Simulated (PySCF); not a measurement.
All values below come from B3LYP-D3(BJ)/def2-TZVP // BP86-D3(BJ)/def2-SVP run with PySCF. Gas-phase values, no solvent. B3LYP has the VWN-RPA correlation part, as in Gaussian. 

Reference species: [Zn(Br)2] (neutral, multiplicity 1).

The mean distance from the central atom to its bonded neighbours comes out as 2.236 Å and the LUMO is -2.17 eV.

Changed species: [Zn(H)2] (2 of 2 Br replaced by H; the reference has 0 of 2 Br replaced by H).

What does the change do to the mean distance from the central atom to its bonded neighbours and LUMO?

the mean distance from the central atom to its bonded neighbours decreases by 0.687 Å, to 1.549 Å; the LUMO increases by 1.21 eV, to -0.96 eV.
